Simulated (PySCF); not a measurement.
Compound: cis-Hf(PH3)2Cl4 (singlet state).
Cartesian coordinates in Å at the PBE0-D3(BJ)/def2-SVP level; atoms count from 1:
```xyz
13
Cl4H6HfP2 angstrom
Hf    -0.8136    0.1774   -1.0685
P     -1.1813   -0.5727    1.6475
H     -2.1906    0.1141    2.3659
H     -0.1186   -0.4152    2.5746
H     -1.5401   -1.9077    1.9605
Cl    -0.1566    0.8548   -3.2299
P      1.9782    0.3721   -0.5933
H      2.5006    0.1188    0.7020
H      2.6077    1.6184   -0.8339
H      2.8388   -0.4749   -1.3346
Cl    -3.1605   -0.0876   -1.1610
Cl    -0.6207    2.2737    0.1105
Cl    -0.1126   -2.1232   -1.1177
```

Computed with PySCF 2.14.0, PBE0-D3(BJ)/def2-SVP geometry optimisation, gas phase, def2 core potentials past Kr.

Q: Which atoms are bound to Hf1, and at what distances?

A: 6 atoms: Cl6 2.358 Å, Cl11 2.364 Å, Cl13 2.406 Å, Cl12 2.413 Å, P7 2.839 Å, P2 2.842 Å. The nearest atom not counted as bound is H3, at 3.70 Å.

Q: List the angles at Hf1.

A: 
```
        angle  degrees  distance of the outer atoms (Å)
  P7–Hf1–Cl11    172.2                             5.19
   P2–Hf1–Cl6    171.1                             5.18
Cl12–Hf1–Cl13    144.8                             4.59
 Cl6–Hf1–Cl11    105.8                             3.77
Cl11–Hf1–Cl12    101.3                             3.69
Cl11–Hf1–Cl13    100.4                             3.67
 Cl6–Hf1–Cl12    100.1                             3.66
 Cl6–Hf1–Cl13    100.1                             3.65
    P2–Hf1–P7     89.2                             3.99
  P2–Hf1–Cl11     83.1                             3.47
   Cl6–Hf1–P7     81.9                             3.43
  P2–Hf1–Cl13     78.7                             3.35
  P7–Hf1–Cl13     77.4                             3.30
  P7–Hf1–Cl12     77.3                             3.30
  P2–Hf1–Cl12     76.9                             3.28
```

Q: Describe the arrangement about Hf1 in numbers.

A: The three widest angles are 172.2°, 171.1° and 144.8°, the others run from 76.9° to 105.8°. The Hf–Cl distances aren't all alike: 2.358 to 2.413 Å.

Q: What are the other bond lengths?

A: P2–H3 and 5 like bonds 1.418 Å.

Q: What are the rotational constants (commonest isotopes, rigid rotor)?

A: A = 613.1, B = 557.1, C = 513.3 MHz: an asymmetric top.

Charge 0, singlet. Whether it is a minimum is left open (no frequencies).
